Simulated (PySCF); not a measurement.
An excited-state job on `C=C(F)OBOCC`.

Method: TDDFT PBE0/def2-SVPD, vertical, gas phase, core orbitals frozen in the response (PySCF 2.14.0, density-fitted response routines). Geometry: GFN2-xTB. The input is one job of a driver script: a line of settings, then coordinates in Å.

Command:
```bash
OMP_NUM_THREADS=1 python probes_run.py task.json out
```

Input:
```
{"job": {"kind": "uv", "xc": "PBE0", "basis": "def2-SVPD", "nstates": 8, "ntriplets": 3}, "charge": 0, "multiplicity": 1}
C     -3.813989    -0.082886     0.280014
C     -2.595274     0.414968     0.402755
F     -2.441360     1.710621     0.780227
O     -1.467604    -0.241324     0.187835
B     -0.188435     0.228995     0.325054
O      0.755764    -0.681341     0.076105
C      2.139147    -0.409578     0.122594
C      2.707499    -0.262567    -1.284596
H     -3.954611    -1.102501    -0.017008
H     -4.672886     0.527075     0.478653
H      0.053101     1.339845     0.648918
H      2.610261    -1.256618     0.633132
H      2.328063     0.503612     0.700938
H      3.780215    -0.097877    -1.233776
H      2.241256     0.581005    -1.787959
H      2.511254    -1.162486    -1.861434
```

Give the output.

```
coarse grid: 13648 points
cycle   1  E = -431.4522484525  dE =  1.102e+00  |g| = 8.549e-01  |ddm| = 6.014e+00
cycle   2  E = -431.2891325484  dE =  1.631e-01  |g| = 1.262e+00  |ddm| = 2.424e+00
cycle   3  E = -431.5906519097  dE = -3.015e-01  |g| = 1.259e-01  |ddm| = 1.450e+00
cycle   4  E = -431.5934819808  dE = -2.830e-03  |g| = 5.421e-02  |ddm| = 1.880e-01
cycle   5  E = -431.5939871019  dE = -5.051e-04  |g| = 1.370e-02  |ddm| = 5.672e-02
cycle   6  E = -431.5940231891  dE = -3.609e-05  |g| = 3.714e-03  |ddm| = 2.036e-02
cycle   7  E = -431.5940258196  dE = -2.631e-06  |g| = 1.151e-03  |ddm| = 5.155e-03
final grid: 133040 points
cycle   8  E = -431.6677835875  dE = -3.829e-05  |g| = 1.217e-02  |ddm| = 1.106e-01
cycle   9  E = -431.6677516150  dE =  3.197e-05  |g| = 1.788e-02  |ddm| = 3.493e-02
cycle  10  E = -431.6678124270  dE = -6.081e-05  |g| = 1.338e-03  |ddm| = 1.951e-02
cycle  11  E = -431.6678128751  dE = -4.481e-07  |g| = 2.790e-04  |ddm| = 1.994e-03
cycle  12  E = -431.6678128902  dE = -1.509e-08  |g| = 9.730e-05  |ddm| = 4.940e-04
cycle  13  E = -431.6678128920  dE = -1.795e-09  |g| = 3.434e-05  |ddm| = 1.508e-04
cycle  14  E = -431.6678128923  dE = -2.849e-10  |g| = 1.004e-05  |ddm| = 5.606e-05
converged SCF energy = -431.6678128923

Static polarisability (au): isotropic 75.320, principal 56.303 64.652 105.005

Singlet excitations
state   eV       nm        f      main configurations
  1   6.2181    199.4   0.32678   H->L 0.94
  2   6.5980    187.9   0.01568   H->L+1 0.74, H->L+2 0.23
  3   7.2148    171.8   0.01582   H->L+2 0.66, H->L+1 0.25
  4   7.5037    165.2   0.00957   H-1->L 0.79, H-2->L 0.15
  5   7.6066    163.0   0.36240   H->L+3 0.81
  6   7.7679    159.6   0.00890   H->L+4 0.57, H->L+6 0.14, H->L+7 0.11
  7   7.9374    156.2   0.00268   H->L+6 0.70, H->L+5 0.14, H->L+4 0.10
  8   8.0913    153.2   0.00327   H->L+5 0.61, H->L+4 0.22

Triplet excitations (Tamm-Dancoff, eV): 4.3738 6.1568 6.4376
```

The SCF starts on a coarse grid where the log names one; the energy can jump when the final grid takes over, and dE then counts from the start density on the new grid. H and L stand for HOMO and LUMO; the number after each pair is its weight.

Which computed singlet has the largest oscillator strength, and what do all of them sum to?

State 5 at 7.61 eV (163 nm), f = 0.362; the 8 states sum to 0.745.

Main results: HOMO -7.07 eV, LUMO -0.07 eV; lowest singlet 6.22 eV; lowest triplet 4.37 eV (Tamm–Dancoff); mean polarisability 75.3 au.

Time: 81 s; peak memory 0.92 GiB. Hardware: an Intel Xeon at 2.70 GHz with one thread, shared host with 64 logical CPUs at a one-minute load of 62.

One conformer stands for the species.
Labels such as C1 count atoms from 1, the log's own numbers from 0.
